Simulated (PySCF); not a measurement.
Molecule: `InChI=1S/B2ClH3O/c1-4-2-3/h2H,1H2`.

Bonds (- single, = double, # triple, : aromatic): B1-O2, O2-B3, B3-Cl4. B1 carries H5, H6; B3 carries H7.

Frames of a GFN2-xTB Langevin trajectory at 600 K; GIAO PBE0/pcSseg-1 shieldings in PySCF 2.14.0 with density-fitted response routines, gas phase, non-relativistic; equivalent atoms averaged within each frame.

Shifts are taken against calculated references (same method and geometry level): BF3·OEt2 for ¹¹B (σref 100.07); ¹⁷O (σref 336.08) against H2O; ³⁵Cl (σref 949.78) vs HCl; TMS for ¹H (σref 31.72). The references are static minima.

Problem. How do the shifts (ppm) fluctuate along the trajectory?

Solution. 
```
         time (fs)    B1    B3     O2  Cl4  H5/H6    H7
optimised geometry  42.4  31.2  310.2  192   5.47  5.49
               250  43.2  34.0  308.5  208   6.20  5.53
               425  43.9  33.8  319.9  215   6.05  6.07
               625  50.5  35.1  318.0  183   6.18  5.88
               800  45.7  34.5  304.7  224   4.90  6.35
              1000  47.4  33.0  312.7  248   6.07  6.87
    mean of frames  46.1  34.1  312.7  215   5.88  6.14
standard deviation   2.9   0.8    6.4   24   0.55  0.50
```

5 frames give an uncertainty of the mean of about the standard deviation over 2.2 at best, since frames this close in time may not be independent; classical motion lacks zero-point vibration, and the reference would need the same averaging.
